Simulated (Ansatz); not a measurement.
Al(Cl)(GeH3)(Me) (CH6AlClGe), SMILES [Cl][Al]([CH3])[GeH3]. Atoms are numbered in the order given.

```xyz
10

Al    -0.1012     0.3646    -0.7685
Cl     1.8280     0.0278    -1.5923
Ge    -0.5791    -0.7661     1.3784
H     -0.4783    -2.3046     1.2487
H      0.4232    -0.3501     2.4808
H     -1.9964    -0.4507     1.9138
C     -1.3211     1.5428    -1.7301
H     -2.3560     1.1611    -1.7111
H     -1.0184     1.6928    -2.7786
H     -1.3400     2.5348    -1.2430
```

The structure is a stationary point at B3LYP-D3(BJ)/def2-SVP. The structure was generated by enumeration; whether it is a known compound was not checked.

Two levels are set side by side: PBE-D3(BJ)/def2-SVP (Ansatz, a quantum-chemistry and plane-wave program) and B3LYP-D3(BJ)/def2-SVP (Ansatz). Each level has its own optimised geometry; the coordinates shown are those of the second. Differences are taken from unrounded values.

```
quantity              B3LYP-D3(BJ)
--------------------  ------------
mean bond length (Å)         1.611
bond Al1–Cl2 (Å)             2.125
bond Al1–Ge3 (Å)             2.473
bond Al1–C7 (Å)              1.950
bond Ge3–H4 (Å)              1.547
bond Ge3–H5 (Å)              1.547
bond Ge3–H6 (Å)              1.548
bond C7–H8 (Å)               1.103
bond C7–H9 (Å)               1.102
bond C7–H10 (Å)              1.105
```

Problem. What does PBE-D3(BJ) give, and how far is it from B3LYP-D3(BJ)? (The exact figures need the calculation; the answer reports its results.)

Solution. 
| quantity | PBE-D3(BJ) | PBE-D3(BJ) minus B3LYP-D3(BJ) |
|---|---|---|
| mean bond length (Å) | 1.618 | 0.007 |
| bond Al1–Cl2 (Å) | 2.133 | 0.008 |
| bond Al1–Ge3 (Å) | 2.477 | 0.004 |
| bond Al1–C7 (Å) | 1.956 | 0.007 |
| bond Ge3–H4 (Å) | 1.555 | 0.008 |
| bond Ge3–H5 (Å) | 1.555 | 0.008 |
| bond Ge3–H6 (Å) | 1.556 | 0.008 |
| bond C7–H8 (Å) | 1.110 | 0.007 |
| bond C7–H9 (Å) | 1.108 | 0.007 |
| bond C7–H10 (Å) | 1.112 | 0.007 |

GGA bonds tend to be longer and softer than those of functionals with exact exchange. Differences between two approximate levels are no errors against the true value.
